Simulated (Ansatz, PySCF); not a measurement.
I3Si, SMILES [Si](I)(I)I (connectivity only; charge and spin as stated), charge +1, multiplicity 1.

Geometry optimised at B3LYP-D3(BJ)/def2-SVP. The spin state was assumed, not searched. The isomer is the one that the SMILES or the coordinates give; other isomers of the formula were not compared. The def2 effective core potentials stand for the cores of I; spin–orbit coupling is left out.

Vertical ionisation energy (IE) and electron affinity (EA) in eV. Rows of orbital energies are one-electron estimates. Where ΔSCF, EOM or ADC give a negative EA the extra electron is unbound and the value depends on the basis.

```csv
level,IE,EA
"−ε(HOMO), −ε(LUMO), B3LYP/def2-TZVP (PySCF)",[?],[?]
"−ε(HOMO), −ε(LUMO), PBE/def2-TZVP (PySCF)",11.37,8.57
"ΔSCF, PBE0/def2-SVPD (Ansatz), final states of multiplicity 2 and 2",14.29,6.54
"ΔSCF, PBE/def2-SVPD (Ansatz), final states of multiplicity 2 and 2",13.84,6.33
```

Question: Some entries are withheld; supply them. (The exact figures need the calculation; the answer reports its results.)

Answer: 
- −ε(HOMO), −ε(LUMO), B3LYP/def2-TZVP (PySCF), IE: 12.24
- −ε(HOMO), −ε(LUMO), B3LYP/def2-TZVP (PySCF), EA: 8.07

Question: What vertical singlet–triplet gap does ΔSCF give with PBE0/def2-SVPD (Ansatz, a first-principles code) and with PBE/def2-SVPD (Ansatz)? (Estimate from the structure and the level; the computed values follow.)

Answer: 3.03 and 2.79 eV (triplet above singlet where positive).
